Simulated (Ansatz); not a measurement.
The same path of BFH₆N₂Si (11 atoms, charge 0, multiplicity 1) was run twice with different band settings. The coordinate that changes most is the dihedral N1–B2–N3–H9.

Theory: RKS PBE-D4/def2-SVP in Ansatz.

Relaxed end points:

```xyz
11
Properties=species:S:1:pos:R:3
N -0.778 1.468 1.496
B -0.707 0.455 0.516
N 0.540 -0.087 0.033
Si 0.698 -1.256 -1.240
F 0.920 -0.545 -2.706
H 0.029 1.916 1.930
H -1.670 1.827 1.831
H -1.747 0.008 0.065
H 1.411 0.300 0.413
H -0.558 -2.062 -1.321
H 1.929 -2.079 -0.998
```

```xyz
11
Properties=species:S:1:pos:R:3
N -1.339 0.928 0.792
B 0.044 0.786 1.025
N 0.907 -0.061 0.227
Si 0.531 -1.068 -1.132
F 0.697 -0.283 -2.566
H -1.864 0.459 0.053
H -1.919 1.516 1.386
H 0.537 1.408 1.951
H 1.893 -0.026 0.497
H -0.905 -1.490 -1.040
H 1.482 -2.225 -1.173
```

Common settings: spring 5.0 eV/Å²; optimiser quadratic models (default); start path through a guess of the saddle point; force threshold 0.05 eV/Å; iteration limit 60; end points relaxed.

| run | movable images | climbing image |
| --- | --- | --- |
| 1 | 9 | yes |
| 2 | 8 | no |

Problem. What does each run give, and how far can it be trusted?

Solution. Run 1: converged after 12 iterations, highest image 0.495 eV above the first end. A vibrational analysis at the climbing image gives one clearly imaginary mode, 344i cm⁻¹: a first-order saddle point.
Run 2: converged after 16 iterations, highest image 0.489 eV above the first end. No image climbed, so the highest image needn't sit at the top of the path.
